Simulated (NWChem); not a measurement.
# C3H3NO; SMILES c1cocn1

Program: NWChem. Pople sets run with spherical d functions. Each level has its own optimisation; frequencies are unscaled. Brackets give each atom's bonded neighbours.

```csv
level,r C–C (Å),r C–N [C(CHN)–N(CC)] (Å),r C–H [C(CHN)–H(C)] (Å),r C–O [C(CHO)–O(CC)] (Å),highest harmonic frequency (cm⁻¹),lowest (cm⁻¹),zero-point energy (kcal/mol),dipole (D)
Hartree-Fock/STO-3G,1.336,1.426,1.079,1.379,3797,665,42.2,1.51
Hartree-Fock/3-21G,1.334,1.418,1.061,1.390,3532,669,39.6,1.52
Hartree-Fock/6-31G*,1.333,1.388,1.068,1.355,3508,672,40.1,1.58
B3LYP/6-31G*,1.356,1.392,1.081,1.371,3323,628,36.9,1.53
"LDA (Slater exchange, VWN5)/def2-SVP",1.365,1.371,1.100,1.350,3219,633,36.1,1.56
PBE/def2-SVP,1.371,1.388,1.097,1.369,3228,619,35.8,1.51
BLYP/def2-SVP,1.373,1.397,1.096,1.379,3212,613,35.5,1.46
PBE0/def2-SVP,1.359,1.379,1.088,1.354,3324,643,37.3,1.57
```
